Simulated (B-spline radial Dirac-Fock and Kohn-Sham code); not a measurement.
# Dipole and non-dipole photoemission parameters of Cu 3d3/2

System: atomic copper, configuration [Ar] 3d10 4s1; threshold 9.18 eV (orbital energy of the model). Calculated with a radial B-spline solver, using Dirac-Hartree-Slater photoionisation with a Latter tail; cross sections with all multipoles, angular parameters from the dipole term and its interference with E2.

For linearly polarised light dσ/dΩ = σ/(4π) [1 + β P₂(cos θ) + (δ + γ cos²θ) sin θ cos φ], with θ from the polarisation vector and φ the angle between the beam and the projection of the electron momentum on the plane normal to the polarisation.

```
hν (eV)    σ (kb)      β      γ      δ
   58.9      4030  0.318  0.002  0.013
     60         ?      ?      ?      ?
   76.3      3620  0.485  0.007  0.014
   94.8      3060  0.620  0.012  0.016
    129      2180  0.801  0.022  0.019
    208       986  1.039  0.050  0.024
    211       958  1.045  0.051  0.024
    241       725  1.096  0.064  0.026
    300       438  1.162  0.093  0.029
    325       359  1.180  0.105  0.031
    349       299  1.194  0.118  0.032
    413       191  1.216  0.153  0.036
    448       153  1.222  0.173  0.038
    523      97.8  1.223  0.214  0.042
   1000      12.7  1.112  0.431  0.069
   1150      7.93  1.069  0.483  0.078
   1160      7.69  1.066  0.486  0.078
   1490      3.22  0.978  0.577  0.098
   1840      1.51  0.897  0.650  0.119
   2000      1.11  0.865  0.678  0.128
   2020      1.07  0.861  0.681  0.130
   2170     0.821  0.833  0.705  0.138
 2984.4     0.245  0.714  0.807  0.186
   4890    0.0346  0.545  0.949  0.286
 5414.7    0.0228  0.512  0.976  0.312
   7650   0.00534  0.406  1.039  0.414
   9690   0.00194  0.342  1.055  0.497
  12000  0.000767  0.294  1.060  0.581
  15000  0.000289  0.249  1.063  0.680
```

Problem. Give the values at 60 eV.

Solution. σ = 4010 kb, β = 0.330, γ = 0.003, δ = 0.013.
